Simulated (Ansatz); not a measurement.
Born–Oppenheimer molecular dynamics of Cl2H2OSn (6 atoms, charge 0, multiplicity 1). It starts at the highest image of a converged band. Of that band: Neighbouring images differ by up to 1.6 eV, so the band resolves the path poorly. A vibrational analysis at the climbing image gives one clearly imaginary mode, 1150i cm⁻¹: a first-order saddle point.

The calculation used RKS CAM-B3LYP-D4/def2-SVP in Ansatz 0.2.0.

| Item | Value |
| --- | --- |
| ensemble | NVE (velocity Verlet) |
| time step | 0.5 fs |
| steps asked | 200 |
| starting velocities drawn for | 300 K |
| seed | 7459 |

First frame:

```xyz
6
Properties=species:S:1:pos:R:3
Sn -0.346 -0.063 0.550
H 0.980 -0.014 1.707
Cl 2.231 0.162 0.350
O -1.114 1.484 -0.376
H -1.345 1.308 -1.300
Cl -0.914 -1.875 -0.835
```

(1) How far do the bonds stretch over the last three quarters of this one trajectory? (Pairs bonded in most of those frames.)

Answers

(1) 
```
   bond  mean (Å)  spread (Å)  shortest  longest
 Sn1–H2     1.798       0.111      1.56     1.99
Sn1–Cl3     2.354       0.104      2.22     2.56
 Sn1–O4     1.965       0.012      1.94     1.98
Sn1–Cl6     2.338       0.014      2.32     2.37
  O4–H5     0.971       0.015      0.94     1.00
```

Mean temperature of the second half: 2181 K. The conserved energy stayed within 0.24 meV per atom of its start (net change -0.046 meV per atom), so the integration is sound. The kinetic energy rose, since the run started high on the potential surface and went downhill. A run of 0.1 ps of so small a system gives no equilibrium averages. The orbitals stay closed-shell, which can raise the energy where a bond breaks towards radicals; this wasn't checked here.

The run took 8.7 min on 2 threads of Arm Neoverse V1, with other jobs on the host, peak memory 0.22 GiB.
